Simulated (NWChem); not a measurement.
C₂H₃BrClF; SMILES F[C@](Cl)(C)Br

```xyz
8

C     -1.3419     0.7937    -1.1376
C     -0.4158     0.5523     0.0230
F     -1.0611     0.7455     1.1812
Cl     0.9747     1.6596    -0.0282
Br     0.2341    -1.2966     0.0138
H     -2.1998     0.1114    -1.0626
H     -0.8223     0.6262    -2.0882
H     -1.6956     1.8341    -1.0910
```
Atoms are numbered in this order, from 1.

Level: PBE0/def2-SVP (NWChem), optimised geometry, unscaled harmonic frequencies. This build's default masses of Se (78.918 u) and Br (79.917 u) are each other's, which moves their modes by up to 0.6 %.

### Question
List the harmonic frequencies with IR intensities, and the thermochemistry.

### Answer
```csv
frequency (cm⁻¹),IR intensity (km/mol)
217,0.1
266,0.6
289,0.6
320,2.0
367,1.5
424,2.4
567,28.0
727,156.7
962,48.1
1089,111.9
1133,81.9
1231,123.2
1393,29.1
1446,3.2
1447,2.9
3080,1.1
3186,0.8
3212,0.2
```

| Quantity | Value |
|---|---|
| zero-point energy | 30.5 kcal/mol |
| thermal correction to the enthalpy at 298.15 K (with zero-point energy) | 34.7 kcal/mol |
| heat capacity Cv | 19.1 cal/(mol K) |
| entropy at 298.15 K and 1 atm (symmetry number 1) | 78.6 cal/(mol K) |
| dipole moment | 1.94 D |

Rigid rotor and harmonic oscillator.
